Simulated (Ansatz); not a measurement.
```xyz
4

Al    0.0225   -0.0352   -0.0274
Cl    2.1244   -0.0067   -0.0197
Cl   -1.0471    1.7515   -0.0067
Cl   -1.0503   -1.8456    0.0184
```

Basis set: STO-3G (spherical functions). Left uncorrelated: 20 orbitals. Charge 0, multiplicity 1.

Computed with Ansatz (development build ahead of 0.2.0); each method stands on the lowest determinant of its kind that the runs found. Restricted open shells among the atoms or ions are ROHF, correlated in semicanonical orbitals with singles.

The atomization energy at this shape (free ground-state atoms in the same class of orbitals less the molecule, no zero-point energy) of singlet AlCl3:

| method | atomization energy |
| --- | --- |
| RHF-MP2 | 15.20 eV |

**Question.** What does RHF give?

**Answer.** 14.67 eV.

This basis has no polarisation functions and is too small for such energies, which can lie far from measured ones in either direction.
